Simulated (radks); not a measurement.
Correlation energies from several functionals, in hartree. Species: Ag+ [Kr] 4d10; V13+ [Ne]; K+ [Ar]; N3+ [He] 2s2. Method: non-relativistic Kohn-Sham, exchange-only B88, spin-polarised, spherical densities, point nucleus; computed with a radial shooting solver on a logarithmic mesh with Libxc functionals. Every spin shell is full or empty, so the densities are truly spherical. Functionals are evaluated on that one density, not self-consistently.

functional      Ag+      V13+        K+        N3+
PW92        -4.4092   -1.0510   -1.4702   -0.29209
PZ          -4.4069   -1.0511   -1.4677   -0.29167
Wigner      -2.4682  -0.54881  -0.93930   -0.20354
Chachiyo    -4.3500   -1.0390   -1.4443   -0.28616
PBEsol      -2.7769  -0.50139  -0.83888   -0.12179
LYP         -2.3437  -0.46456  -0.77180   -0.11999
P86         -2.7759  -0.54191  -0.82177   -0.11432
PW91        -2.6510  -0.48634  -0.79116   -0.11314
OP (B88)    -2.2801  -0.47951  -0.74837   -0.12850
TPSS        -2.4558  -0.42538  -0.72760   -0.10047
revTPSS     -2.4852  -0.43243  -0.74406   -0.10525
SCAN        -2.4487  -0.40962  -0.70907  -0.099915
r2SCAN      -2.4619  -0.41429  -0.71603   -0.10023
Tao-Mo      -2.3689  -0.38602  -0.66888  -0.077109
